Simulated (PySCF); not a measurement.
## [TcS4]-: 2 charge schemes on one density

Species: [TcS4]- (charge -1 and singlet state).
Z-matrix (Å and degrees, PBE0-D3(BJ)/def2-SVP geometry), rows numbered from 1:
```
Tc
S   1  2.1230
S   1  2.1203  2  109.37
S   1  2.1228  2  109.65  3  -119.93
S   1  2.1224  2  109.68  3   119.81
```

Density: PBE0/pcSseg-1 (def2-TZVP on Tc) (PySCF); schemes: Mulliken and ESP-fitted. Geometry: PBE0-D3(BJ)/def2-SVP; no solvent, vibrations or thermal averaging. Atoms past krypton carry effective core potentials; spin–orbit coupling is left out. The pcSseg-1 basis has no diffuse functions, a weakness for an anion.

Q: Tabulate the Mulliken and ESP-fitted charges.

A: In e; atoms taken as equivalent share a row and are averaged (×n: the atom named and its like, n in all):

```json
{"atom": "Tc1", "environment": "technetium bonded to 4 S", "Mulliken": "+0.119", "ESP-fitted": "+0.129"}
{"atom": "S2/S3/S4/S5", "environment": "sulfur bonded to Tc", "Mulliken": "-0.280", "ESP-fitted": "-0.282"}
```

Mean size of the charges over all atoms: ESP-fitted 0.252 e, Mulliken 0.248 e. Each set sums to the total charge, -1, to within 0.001 e. The ESP scheme is a least-squares fit of atom-centred charges to the potential on four shells outside the van der Waals surface, with the total charge fixed.

Lowest charge. All schemes agree: Mulliken S2/S3/S4/S5 (-0.280); ESP-fitted S2/S3/S4/S5 (-0.282).

Highest charge. All schemes agree: Mulliken Tc1 (+0.119); ESP-fitted Tc1 (+0.129).

Q: Sum the charges by element, for elements with more than one atom.

A: 
```csv
element,atoms,Mulliken,ESP-fitted
S,4,-1.119,-1.129
```

Q: How many electrons does the ESP-fitted scheme count on S2?

A: Its own charge is -0.283 e, so Z − q = 16.283.
